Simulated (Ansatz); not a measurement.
Reaction (substitution at a C–O bond): `COC(Cl)Cl` + `O/C=[N]/[GaH2]` → `CO/C=[N]/[GaH2]` + `OC(Cl)Cl`

Gas-phase electronic energies from Ansatz, PBE0-D4/def2-TZVP geometries. CBS: MP2 limit from def2 TZ/QZ plus the TZ coupled-cluster correction, frozen cores. Double bonds are as drawn, so ΔE can hold a change between cis and trans. DFT in def2-TZVPP. HSE06 is defined as in plane-wave codes. For Ga outer-core shells are correlated without core-valence functions, which leaves a few kJ/mol of doubt a bond. Scalar relativity is left out up to krypton. One conformer a species, not always the lowest.

`COC(Cl)Cl`:

Cartesian coordinates in Å:
```
C 1.239 0.075 -0.061
O 0.124 -0.320 0.721
C -1.072 -0.015 0.166
Cl -2.318 -0.219 1.388
Cl -1.445 -1.048 -1.269
H 1.194 1.145 -0.289
H 2.121 -0.133 0.542
H 1.282 -0.496 -0.992
H -1.125 1.011 -0.206
```

`O/C=[N]/[GaH2]`:

```xyz
8

O    -0.428   -1.154   -1.956
C    -0.480   -0.868   -0.640
N     0.092    0.099   -0.110
Ga    0.470    1.057    1.384
H     0.125   -0.474   -2.365
H    -1.100   -1.619   -0.140
H     1.792    0.697    2.130
H    -0.472    2.262    1.698
```

`CO/C=[N]/[GaH2]`:

```xyz
11

C    -1.431    0.915   -0.937
O    -1.179   -0.464   -1.154
C    -0.161   -0.987   -0.448
N     0.551   -0.363    0.358
Ga    1.923   -0.340    1.538
H    -2.273    1.170   -1.577
H    -1.678    1.103    0.110
H    -0.557    1.515   -1.200
H    -0.078   -2.048   -0.710
H     1.562   -0.574    3.039
H     3.322    0.073    0.982
```

`OC(Cl)Cl`:

Cartesian coordinates in Å:
```
O 0.101 -0.693 0.922
C -0.136 -0.114 -0.274
Cl 1.367 0.419 -1.085
Cl -1.245 1.284 -0.148
H 0.524 -0.055 1.510
H -0.611 -0.841 -0.926
```

```json
{"level": "HSE06-D4", "ΔE (kcal/mol)": "-1.8"}
{"level": "MP2/def2-SVP", "ΔE (kcal/mol)": "-1.5"}
```

**Question.** What does CCSD(T)/CBS give? (Estimate.)

**Answer.** Ansatz gave: -1.5 kcal/mol. The listed levels differ from it by -0.3, 0.0 kcal/mol.

Largest T1 diagnostic among the species: 0.016.

Leaving LDA and LC-ωPBE aside and taking each functional with its dispersion term where it has one, the values, not all of them listed here, spread over 0.7 kcal/mol, from revPBE-D4 to B97M-V.

CCSD(T)/CBS has its own doubt, a few kJ/mol and more with outer-core shells, so smaller differences from it don't rank the levels.
